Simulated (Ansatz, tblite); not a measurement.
**CH4BClS (SMILES CSBCl): the vertical energy of the triplet above the singlet, rung by rung**

CH4BClS: 8 atoms, total charge 0, spin state singlet. As SMILES, `CSBCl`. Geometry: relaxed at PBE0-D4/def2-TZVP. This is one conformer, not always the lowest.

Quantity: the vertical energy of the triplet above the singlet, in eV. The values are calculated.

```csv
level,kind,program,value (eV),CPU time (all runs)
IPEA1-xTB,semi-empirical,tblite,5.41,under 2 s
HF/cc-pVDZ,Hartree–Fock,Ansatz,4.47,10 s
SVWN5/cc-pVDZ,LDA,Ansatz,4.66,19 s
BLYP/cc-pVDZ,GGA,Ansatz,4.61,35 s
revPBE/cc-pVDZ,GGA,Ansatz,4.56,30 s
r2SCAN/cc-pVDZ,meta-GGA,Ansatz,4.57,59 s
BHLYP/cc-pVDZ,global hybrid,Ansatz,4.81,29 s
wB97X/cc-pVDZ,range-separated hybrid,Ansatz,4.91,1.9 min
MP2/cc-pVDZ,perturbation theory,Ansatz,5.11,13 s
CCSD/cc-pVDZ,coupled cluster or CI,Ansatz,4.92,81 s
```

The values span 4.47 to 5.41 eV. CPU times are rough (shared hosts, several kinds of processor and program).
